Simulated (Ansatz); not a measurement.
```xyz
9

N    -1.0914    0.9698   -0.1816
Si    0.1954    0.0497    0.4106
N     0.6439   -1.0837   -0.7587
Cl    1.9302    1.0637    0.8464
Cl   -0.4778   -0.6941    2.2054
H    -1.0088    1.4378   -1.0697
H    -1.7122    1.4475    0.4500
H     1.5669   -1.4844   -0.7554
H    -0.0461   -1.7063   -1.1470
```

Total charge 0; spin multiplicity 1.

Q: List the PBE/def2-TZVPP orbital energies in eV (Ansatz 0.2.0). (Estimate.)

A: Ansatz gave: Occupied: -2738.69, -2738.69, -1781.32, -380.36, -380.36, -249.28, -249.28, -189.96, -189.96, -189.81, -189.81, -189.80, -189.80, -138.81, -95.60, -95.56, -95.50, -22.00, -21.21, -20.39, -20.01, -13.42, -12.65, -12.54, -10.70, -10.30, -9.72, -8.13, -8.06, -7.80, -7.45, -6.64, -6.53. Lowest empty: -0.22, 0.51, 0.55, 1.24, 1.62, 1.84, 1.94, 2.31.
